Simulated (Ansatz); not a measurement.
Two structures of BH₂Cl₃, singlet, reached by relaxing down either side of one saddle point (PBE0-D4/def2-TZVP). Energies are electronic, without zero-point energy. Computed with Ansatz 0.2.0 (basis: def2-TZVPP and def2-QZVPP); correlated methods freeze the cores. Extrapolation: Hartree–Fock as exp(−7.88 √X), correlation as X^−2.97. First:

```
6
angstrom
B -0.4933 -0.2831 -0.9589
H 0.2924 0.5652 -1.2267
Cl -0.0138 -1.9490 -1.0286
Cl -2.1251 0.1537 -0.5631
H 1.5746 1.2081 1.6847
Cl 0.7652 0.3050 2.0926
```

Second:

| atom | x (Å) | y (Å) | z (Å) |
| --- | --- | --- | --- |
| B1 | -0.6496 | -0.7453 | 0.4204 |
| H2 | 1.1658 | 1.4330 | -1.1853 |
| Cl3 | 0.0616 | -1.9649 | -0.5914 |
| Cl4 | -2.0447 | 0.1328 | -0.1270 |
| H5 | 1.4350 | 1.5513 | -0.4990 |
| Cl6 | 0.0319 | -0.4068 | 1.9824 |

(1) Which bonds change from the first to the second?

(2) Give the saddle point's structure and its height above each. (Judge from chemistry; the value comes from the calculation.)

The T1 diagnostic stays at or below 0.012. The start structure is not quite a true minimum (one mode of 59i cm⁻¹).

Results:

(1) BHCl₂ ([Cl][BH][Cl]) + HCl → BCl₃ ([Cl][B]([Cl])[Cl]) + H₂; bonds formed: B1–Cl6, H2–H5; bonds broken: B1–H2, H5–Cl6.

(2) The calculation gives: 1.187 eV above the first and 1.695 eV above the second (CCSD(T) at an estimated basis limit (MP2 extrapolated from triple and quadruple zeta, plus CCSD(T) − MP2 in triple zeta)).
```xyz
6
angstrom
B -0.2252 -0.1755 -0.2288
H 0.5668 0.7253 -0.7052
Cl 0.2588 -1.7664 -0.8019
Cl -1.8925 0.3761 -0.3276
H 0.7923 0.7197 0.3426
Cl 0.4996 0.1207 1.7209
```

Labels in which every atom is bracketed show which atoms are joined, not bond orders.

For scale, one of the runs: CCSD(T)/def2-TZVPP, 185 basis functions, launched by `ansatz run in.yaml --threads 2 --pin off --events-out ev --progress --plain --max-ram 4352MiB`. Time: 43 s of wall clock on 2 CPU threads of an Arm Neoverse V2; the host was shared. Peak host memory: 1.7 GiB.
